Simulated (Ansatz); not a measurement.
Ideal-gas functions of C$_{3}$H$_{4}$B, SMILES `C#C[B]C` radical at 800 K and 1 bar, from an Ansatz frequency run at PBE0-D4/def2-TZVP.

Molar mass 50.88 g/mol, point group C1 (symmetry number 1), electronic degeneracy 2, moments of inertia 6.128, 136.229, 139.277 u Å². Harmonic wavenumbers (cm⁻¹, unscaled): 91, 156, 271, 418, 454, 626, 735, 791, 882, 1250, 1340, 1414, 1449, 2034, 3014, 3078, 3125, 3464.

Use S(trans) = R[1.5 ln M + 2.5 ln T − 1.1517]; rotational temperatures θ = 24.2544 K / I; S(rot) = R[ln(√π/σ · √(T³/θAθBθC)) + 1.5]; for each mode x = 1.438777 ν̃/T, S = R[x/(eˣ − 1) − ln(1 − e⁻ˣ)] and H = RT x/(eˣ − 1); 1 cm⁻¹ = 0.0119627 kJ/mol; R = 8.31446 J/(mol·K).

Task: By hand: the entropy, in J/(mol·K).

Result: Translation 178.4. Rotation: θ = 3.958, 0.178, 0.1741 K, giving 109.3. Vibration, mode by mode: 23.37, 18.91, 14.37, 10.88, 10.23, 7.75, 6.57, 6.05, 5.30, 3.13, 2.76, 2.49, 2.36, 1.02, 0.24, 0.22, 0.20, 0.12, in all 116.0. Electronic 5.8. Sum 409.5 J/(mol·K).

Task: By hand: H − E and G − E in kJ/mol, counted from the electronic energy.

Result: Zero-point energy ½ × 24592 × 0.0119627 = 147.1; thermal vibration 45.7; translation, rotation and pV give 4 RT = 26.6. H − E = 219.4 kJ/mol, and G − E = 219.4 − 800 × 409.5/1000 = -108.2 kJ/mol.

Vibration gives 28 % of the entropy, 23.4 J/(mol·K) of it from the mode under 150 cm⁻¹: soft modes count most, and the harmonic formula is weakest for them. The sum counts one conformer and one mirror image; others add a mixing term.
